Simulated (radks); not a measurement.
Task: Species: Ir31+. Configuration: [Kr] 4d10 (the NIST ground configuration). Calculated with a radial shooting solver on a logarithmic mesh with Libxc functionals: scalar-relativistic Kohn-Sham, SCAN, spin-polarised, spherical densities, finite nucleus; meta-GGA in the generalised Kohn-Sham scheme; Fermi nuclear charge, rms radius 5.4032 fm. Some entries of the table are withheld. Estimate them.

orbital  occ.  eigenvalue (eV)  <r^2> (bohr^2)  <r> (bohr)
1s          2        -77335.33       0.0004197     0.01744
2s          2        -14504.63        0.006418     0.07361
2p          6        -12748.06        0.005369         (1)
3s          2              (2)             (3)      0.1895
3p          6        -3769.572             (4)      0.1902
3d         10        -3202.123         0.03470      0.1723
4s          2        -1721.213          0.1785      0.3986
4p          6        -1537.108          0.1946      0.4149
4d         10              (5)          0.2020      0.4204

Result: 
(1) 2p <r> (bohr): 0.06626
(2) 3s eigenvalue (eV): -4287.229
(3) 3s <r^2> (bohr^2): 0.04103
(4) 3p <r^2> (bohr^2): 0.04189
(5) 4d eigenvalue (eV): -1317.012
